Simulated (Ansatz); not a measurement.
System: sum formula H₅SiNO₃ (charge 0, singlet). SMILES: O[Si](N)(O)O
Structure (B3LYP-D3(BJ)/def2-TZVP (Ansatz, a quantum-chemistry and plane-wave program) minimum search):
```
Si
O 1 1.6386
H 2 0.9603 1 115.99
O 1 1.6449 2 107.20 3 27.25
H 4 0.9603 1 116.37 2 -137.92
O 1 1.6463 2 115.88 3 -87.54
H 6 0.9605 1 116.38 2 -69.41
N 1 1.7005 2 103.64 3 153.15
H 8 1.0065 1 121.51 2 176.64
H 8 1.0070 9 111.93 1 -151.57
```

Quantity: vertical triplet-singlet gap (E(triplet) - E(singlet); each state is the SCF solution reached for its spin), in kcal/mol. Correlated levels leave the core frozen unless marked. Open shells are spin-unrestricted. No spin-orbit coupling. No relativistic terms. 

| level | program | vertical triplet-singlet gap (kcal/mol) |
|---|---|---|
| HF/aug-cc-pV(Q+d)Z | Ansatz | 123.5 |
| SVWN5/def2-TZVPD | Ansatz | 132.2 |
| BHLYP/def2-TZVPD | Ansatz | 142.4 |
| B2PLYP/def2-TZVPD | Ansatz | 144.4 |
| RI-MP2/aug-cc-pV(Q+d)Z | Ansatz | 152.3 |
| SCS-MP2/aug-cc-pV(D+d)Z | Ansatz | 148.3 |
